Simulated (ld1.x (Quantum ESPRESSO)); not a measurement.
## Ranking RRKJ potentials for Sc

All share these settings but for the change named:

* Element: Sc (Z = 21)
* Generator: ld1.x (Quantum ESPRESSO) 7.5
* Type: norm-conserving RRKJ (Kleinman–Bylander form)
* Functional: BLYP
* Relativity: scalar-relativistic
* Frozen core: [Ne]
* Valence charge: 11
* Reference configuration: 3s2 3p6 3d0 4s0 4p0 (charge +3)
* Partial waves: 3p (bound): rc 1.10 bohr; 3d (bound, empty): rc 2.20 bohr; 3s (bound): rc 0.95 bohr
* Local potential: the s channel
* Core correction: Bessel-smoothed model core inside 0.60 bohr
* rho0: 0.001

Cutoff: the first of the cutoffs (Ry, on a coarse ladder) from which the occupation-weighted sum of valence levels, in a spherical-Bessel basis at the reference potential, stays within 10 and 1 mRy of its value at 400 Ry; the density cutoff is not measured.

The base gives 120 Ry.

Of 10 variants that were run, those that failed, showed a ghost or another fault, or gave nearly equal values are left out.

A variant can come out equal or close to the base.

Rank these variants from softest to hardest (loose cutoff).
A. all radii but the core radius scaled by about 1.24 (s 1.18, p 1.36, d 2.72 bohr)
B. all radii but the core radius scaled by about 0.91 (s 0.86, p 1.00, d 2.00 bohr)
C. all radii but the core radius scaled by about 0.84 (s 0.80, p 0.92, d 1.86 bohr)
D. all radii but the core radius scaled by about 1.11 (s 1.06, p 1.22, d 2.44 bohr)
E. all radii but the core radius scaled by about 1.39 (s 1.32, p 1.52, d 3.06 bohr)

E (70 Ry), A (90 Ry), D (110 Ry), B (140 Ry), C (200 Ry).
